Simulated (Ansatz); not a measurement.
```yaml
crystal:
  periodic: [false, false, false]
  atoms:
    - {symbol: O, position_ang: [-1.381135, 1.176201, -1.126835]}
    - {symbol: Si, position_ang: [-0.429226, 0.546970, -0.014954]}
    - {symbol: C, position_ang: [1.175254, -0.161468, -0.380981]}
    - {symbol: Si, position_ang: [0.526564, -2.027635, 0.253581]}
    - {symbol: H, position_ang: [-2.061421, 1.276737, -1.010711]}
    - {symbol: H, position_ang: [-0.582676, 1.310780, 1.416966]}
    - {symbol: H, position_ang: [1.370372, -0.045904, -1.384149]}
    - {symbol: H, position_ang: [2.028057, 0.274123, 0.177072]}
    - {symbol: H, position_ang: [0.530719, -1.525054, 1.782278]}
    - {symbol: H, position_ang: [-1.236218, -0.972547, 0.312748]}
basis:
  gaussian: {orbitals: cc-pVTZ-DK, final_grid: {core_spheres: 1, valence_spheres: 1, degree: 1}}
magnetization: {spin_polarized: true, initial_magnetization: 2}
hamiltonian: {xc: {name: r2SCAN}}
accuracy: high
```

```sh
$ ansatz run in.yaml --threads 2 --pin off --events-out ev --progress --plain --max-ram 4352MiB
```

Shortened log:

```
Functional definition: r2SCAN
3800 factors; integrals over basis functions are off by at most 4.0e-9 eV
mean field evaluation 1: about -18948.9293 eV, gradient 6.3e1 eV
mean field evaluation 2: about -18878.8058 eV, gradient 1.2e2 eV
mean field evaluation 4: about -18962.8993 eV, gradient 1.3e1 eV
mean field evaluation 8: about -18963.7637 eV, gradient 5.7e-1 eV
mean field evaluation 32: about -19288.0284 eV, gradient 7.5e0 eV
mean field evaluation 128: about -19304.5036 eV, gradient 5.3e-4 eV
mean field -19304.50362770 eV, -709.4274232554 hartree, gradient 3.8e-8 eV, S^2 7.282847; 2 other end points of the search recorded, 0 dependent functions left out
reference -19304.50363332 eV, -709.4274234618 hartree; 25, 23 occupied and 187, 189 virtual orbitals, 3800 factors
Total energy: -19304.50363332 eV, -709.4274234618 hartree
Relativity: scalar
```

In this input the integration grid is far too coarse. The calculation finished and met its thresholds. The result belongs to that input, not to the molecule as meant.
